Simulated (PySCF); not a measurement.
Te(Me)(OSiH3) (CH6OSiTe), SMILES C[Te]O[SiH3]. Atoms are numbered in the order given.

```xyz
10

Te    -0.6509    -0.0783     0.5196
C     -0.6757     2.0322     0.0345
H     -1.6680     2.4227     0.3357
H     -0.5268     2.1740    -1.0510
H      0.1176     2.5347     0.6169
O      1.3213    -0.3247     0.0588
Si     1.7043    -0.7242    -1.5389
H      1.1412    -2.0613    -1.9462
H      3.2056    -0.7730    -1.5950
H      1.2028     0.3154    -2.5117
```
Charge 0, spin multiplicity 1.

The structure is a stationary point at PBE-D3(BJ)/def2-SVP. The structure was generated by enumeration, and PubChem lists no compound with its InChIKey, so it may never have been made. The def2 effective core potentials stand for the cores of Te; spin–orbit coupling is left out. One conformer was computed; it need not be the lowest.

Computed with PBE/def2-TZVP (PySCF).

Gas-phase values at a fixed geometry.

The total energy comes out as -674.23375 hartree and the highest occupied level is -5.08 eV. The lowest empty level is -2.87 eV. The orbital gap comes out as 2.21 eV and the dipole moment is 1.97 D. The quadrupole, principal values (traceless, Buckingham form, about the centre of nuclear charge) comes out as -5.56, 1.11, 4.45 D·Å, the mean static polarisability is 82.5 bohr³ (12.23 Å³) and the polarisability, principal values comes out as 64.8, 82.3, 100.4 bohr³.
